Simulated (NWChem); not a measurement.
System: Zn cation, doublet

Computed with NWChem. Spin-unrestricted. No stability test was run on the SCF state.

Taking PBE0/def2-QZVP as the yardstick, which of these has the fewest basis functions while keeping “highest occupied level (eV)” within 0.1 eV of it: PBE0/def2-TZVPP; PBE0/def2-TZVP; PBE0/def2-TZVPD; PBE0/def2-SVPD; PBE0/def2-SVP?

PBE0/def2-TZVP.
| level | basis functions | highest occupied level (eV) |
|---|---|---|
| PBE0/def2-SVP | 31 | -14.67 |
| PBE0/def2-SVPD | 34 | -14.67 |
| PBE0/def2-TZVP | 48 | -15.01 |
| PBE0/def2-TZVPD | 51 | -15.01 |
| PBE0/def2-TZVPP | 64 | -15.01 |
| PBE0/def2-QZVP | 84 | -14.97 |

The yardstick is one finite set, not the basis-set limit.
